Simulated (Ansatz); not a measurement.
Consider the formal exchange of groups at a C–Si bond: `N[SiH](C=O)CCl` + `FC[SiH2]F` → `FC[SiH](F)CCl` + `N[SiH2]C=O`.

Isolated molecules relaxed with PBE0-D4/def2-TZVP in Ansatz; ΔE leaves out vibrations. CBS: MP2 limit from def2 TZ/QZ plus the TZ coupled-cluster correction, frozen cores. DFT in def2-TZVPP. Each species was taken in one conformer, which may not be the lowest.

`N[SiH](C=O)CCl`:

Cartesian coordinates in Å:
```
N -1.371 1.151 0.152
Si -0.415 -0.200 -0.238
C 0.953 0.545 -1.368
O 0.916 1.718 -1.657
C 0.436 -0.979 1.252
Cl 1.465 -2.313 0.646
H -2.337 1.111 0.423
H -1.117 2.030 -0.274
H -1.131 -1.303 -0.934
H 1.789 -0.083 -1.750
H 1.080 -0.273 1.777
H -0.267 -1.404 1.970
```

`FC[SiH2]F`:

Z-matrix (Å, degrees):
```
C
Si 1 1.881
F 1 1.389 2 111.3
H 1 1.097 2 109.9 3 -120.2
H 1 1.096 2 111.2 3 121.0
F 2 1.598 1 109.8 3 -69.4
H 2 1.485 1 108.3 3 172.6
H 2 1.481 1 110.8 3 50.0
```

`FC[SiH](F)CCl`:

```xyz
11

F     1.055    1.727    0.781
C     0.625    1.346   -0.487
Si    0.313   -0.509   -0.524
F     1.711   -1.275   -0.368
C    -0.786   -0.997    0.907
Cl   -2.372   -0.231    0.599
H     1.392    1.637   -1.213
H    -0.289    1.901   -0.723
H    -0.295   -0.901   -1.817
H    -0.414   -0.624    1.861
H    -0.941   -2.073    0.982
```

`N[SiH2]C=O`:

Z-matrix (Å, degrees):
```
Si
C 1 1.923
N 1 1.699 2 103.2
H 1 1.490 2 108.8 3 -121.7
H 1 1.493 2 107.7 3 123.3
O 2 1.208 1 120.6 3 -4.9
H 2 1.116 1 120.3 3 175.5
H 3 1.003 1 125.7 2 168.2
H 3 1.008 1 117.5 2 9.8
```

```csv
level,ΔE (kJ/mol)
PBE0,-2.5
CCSD/CBS(def2),-1.1
```

Question: What does CCSD(T)/CBS give? (Best estimate.)

Answer: The calculation gave: -0.7 kJ/mol. The listed levels differ from it by -1.8, -0.4 kJ/mol.

Largest T1 diagnostic among the species: 0.014.
